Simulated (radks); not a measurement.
Task: Pt69+, configuration [He] 2s2 2p5. Method: scalar-relativistic Kohn-Sham, LDA (Slater exchange, VWN5 correlation), spin-polarised, spherical densities, finite nucleus; open shells are filled with parallel spins first (spin-orbit coupling, left out, can overturn this in heavy ions); Fermi nuclear charge, rms radius 5.427 fm; computed with a radial shooting solver on a logarithmic mesh with Libxc functionals. Some entries of the table are withheld. Estimate them.

orbital,occ.,eigenvalue (eV),<r> (bohr),<1/r> (bohr^-1)
1s up,1,-85111.27,(1),93.92
1s down,1,-85092.94,(2),93.93
2s up,1,-20020.38,(3),22.48
2s down,1,-19995.16,(4),22.47
2p up,3,-18268.68,0.06359,20.07
2p down,2,-18239.37,0.06364,20.06

Result: 
(1) 1s up <r> (bohr): 0.01714
(2) 1s down <r> (bohr): 0.01714
(3) 2s up <r> (bohr): 0.07098
(4) 2s down <r> (bohr): 0.07102
